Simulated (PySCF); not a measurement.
Coordinates in bohr (charge 1 multiplicity 4):
```
Os    0.5854    0.0000    0.0000
N    -2.9536    0.0000    0.0000
N    -5.0728    0.0000    0.0000
```

Computed with PySCF, UPBE, basis Os def2-TZVP with ECP60, N def2-TZVP (scalar-relativistic core potentials, no spin–orbit coupling, density fitting).

This geometry of [OsN2]+ is a stationary point at this level.

**Question.** What is the point group?

**Answer.** C∞v.

**Question.** Is it a minimum?

**Answer.** Yes: all harmonic wavenumbers are real.

**Question.** Which band is strongest in the infrared?

**Answer.** 2182 cm⁻¹ (σ+), 98 km/mol.

**Question.** What are the dipole moment and the gap between the highest occupied and lowest empty levels of either spin?

**Answer.** 1.27 D about the centre of mass and 1.01 eV.

**Question.** Give the ideal-gas entropy at 298.15 K and 1 bar by parts.

**Answer.** translation 176.1, rotation 71.0, vibration 11.9, spin 11.5; total 270.6 J/(mol K).

Other isomers or separated fragments may lie lower. With open d or f shells other occupations or spin states may lie lower. No spin–orbit coupling is included, which matters more the heavier the element.
